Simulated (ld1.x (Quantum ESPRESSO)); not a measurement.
## LDA (PZ) PAW dataset for gold, scalar-relativistic all-electron reference.

Input for ld1.x (Quantum ESPRESSO) 7.5:

```
&input
   title='Au', zed=79., rel=1, dft='PZ', iswitch=3,
   config='[Xe] 4f14 5d10 6s0.5 6p0.5',
   nld=3, rlderiv=2.15, eminld=-10.0, emaxld=5.0, deld=0.04
 /
 &inputp
   pseudotype=3, lpaw=.true., tm=.true., lloc=-1, rcloc=0.45,
   nlcc=.true., new_core_ps=.true., rcore=0.45,
   which_augfun='PSQ', rmatch_augfun_nc=.true.,
   file_pseudopw='Au.UPF', file_wfcaegen='ae.wfc', file_wfcncgen='nc.wfc', file_beta='beta', file_chi='chi', file_wfcusgen='us.wfc'
 /
6
5S  1  0   2.00   0.00  0.35  0.45  0.0
6S  2  0   0.50   0.00  0.35  0.45  0.0
5P  2  1   6.00   0.00  1.40  1.75  0.0
6P  3  1   0.50   0.00  1.40  1.75  0.0
5D  3  2  10.00   0.00  1.65  1.95  0.0
5D  3  2   0.00  -0.20  1.65  1.95  0.0
 &test
   configts(1)='5s2 5p6 5d10 6s0.5 6p0.5'
 /
```

Command:

```bash
ld1.x < Au.in > Au.out
```

Output (shortened: banner, matrices, multipoles, cross overlaps and the repeated all-electron block are left out):

```
[... start of the log left out ...]
     s(3S/3S) =  1.000000  <r> =   0.1840  <r2> =    0.0387  r(max) =   0.1704
     s(3P/3P) =  1.000000  <r> =   0.1852  <r2> =    0.0398  r(max) =   0.1683
     s(4S/4S) =  1.000000  <r> =   0.4073  <r2> =    0.1872  r(max) =   0.3841
     s(4P/4P) =  1.000000  <r> =   0.4339  <r2> =    0.2140  r(max) =   0.4038
     s(3D/3D) =  1.000000  <r> =   0.1677  <r2> =    0.0329  r(max) =   0.1378
     s(5S/5S) =  1.000000  <r> =   0.9258  <r2> =    0.9623  r(max) =   0.8441
     s(5P/5P) =  1.000000  <r> =   1.0720  <r2> =    1.3018  r(max) =   0.9565
     s(4D/4D) =  1.000000  <r> =   0.4586  <r2> =    0.2431  r(max) =   0.4088
     s(4F/4F) =  1.000000  <r> =   0.4987  <r2> =    0.3016  r(max) =   0.3746
     s(5D/5D) =  1.000000  <r> =   1.6088  <r2> =    3.1287  r(max) =   1.2129
     s(6S/6S) =  1.000000  <r> =   2.7973  <r2> =    9.0051  r(max) =   2.2946
     s(6P/6P) =  1.000000  <r> =   4.6392  <r2> =   25.8373  r(max) =   3.4231

     ------------------------ End of All-electron run ------------------------

     --------------------- Generating PAW atomic setup --------------------

      Generating local potential from pseudized AE potential:
      Matching radius rcloc =   0.4500

      Local pseudo, rcloc= 0.452 Estimated cut-off energy=   119.22 Ry

      Computing core charge for nlcc:

       r > 0.45 : true rho core
      Core charge pseudized with two Bessel functions
      Integrated core pseudo-charge :  39.87
      Wfc-us  5S rcutus= 0.452  Estimated cut-off energy=   345.09 Ry
      l=   0 integral=    0.000055979 r(ikk)     0.511991194

 %%%%%%%%%%%%%%%%%%%%%%%%%%%%%%%%%%%%%%%%%%%%%%%%%%%%%%%%%%%%%%%%%%%%%%%%%%%%%%
     Error in routine compute_chi (1):
     chi too large beyond r_c
 %%%%%%%%%%%%%%%%%%%%%%%%%%%%%%%%%%%%%%%%%%%%%%%%%%%%%%%%%%%%%%%%%%%%%%%%%%%%%%

     stopping ...
```

The run stopped because the function χ = (ε − T − V_loc)φ does not vanish beyond the cutoff radius.

The run took about 0.14 s on one core of a shared server CPU.
